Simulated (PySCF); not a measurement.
# Fractional electron number in Ne⁺ (neon, charge +1)

The 2p beta orbital of [He] 2s2 2p5 is emptied in steps (occupation f), with all orbitals relaxed, ending at [He] 2s2 2p4. Calculation: PySCF 2.14, in def2-SVP; no relativity, point nucleus. The exact energy is a straight line in f; departures are measured from the line between the end points of the same method.

| f | UHF (eV) | LDA (eV) | PBE (eV) | PBE0 (eV) | r2SCAN (eV) | LC-wPBE (eV) | BHandHLYP (eV) | wB97X (eV) | MN15 (eV) | CAM-B3LYP (eV) |
| --- | --- | --- | --- | --- | --- | --- | --- | --- | --- | --- |
| 1 | 0.000 | 0.000 | 0.000 | 0.000 | 0.000 | 0.000 | 0.000 | 0.000 | 0.000 | 0.000 |
| 0.75 | 0.503 | -1.940 | -1.879 | -1.284 | -1.696 | -0.847 | -0.710 | -0.800 | -1.127 | -1.042 |
| 0.5 | 0.648 | -2.590 | -2.496 | -1.703 | -2.223 | -1.115 | -0.950 | -1.050 | -1.480 | -1.386 |
| 0.25 | 0.470 | -1.942 | -1.858 | -1.265 | -1.626 | -0.819 | -0.715 | -0.766 | -1.087 | -1.036 |
| 0 | 0.000 | 0.000 | 0.000 | 0.000 | 0.000 | 0.000 | 0.000 | 0.000 | 0.000 | 0.000 |

Q: For r2SCAN, how does the orbital energy at f = 1 compare with the removal energy?

A: −ε = 32.225 eV against a total-energy difference of 41.372 eV. By Janak's theorem ε = ∂E/∂f, so the gap between them reflects the curvature. Along the path −ε is 36.946 (f = 0.75), 41.553 (f = 0.5), 45.904 (f = 0.25) eV.

```
   method  E(f=0) − E(f=1) (eV)  −ε at f=1 (eV)  −ε at f=0.5 (eV)
      UHF                39.547          42.327            39.458
      LDA                41.681          31.360            41.673
      PBE                41.370          31.334            41.423
     PBE0                41.257          34.385            41.305
   r2SCAN                41.372          32.225            41.553
  LC-wPBE                41.520          36.976            41.589
BHandHLYP                41.187          37.417            41.173
    wB97X                41.134          36.829            41.220
     MN15                41.452          35.379            41.554
CAM-B3LYP                41.503          35.944            41.517
```

Reference removal energy between the ground levels: 40.963 eV (measured; NIST Atomic Spectra Database, ionization energies). The calculation has no spin-orbit coupling. UHF lacks correlation.
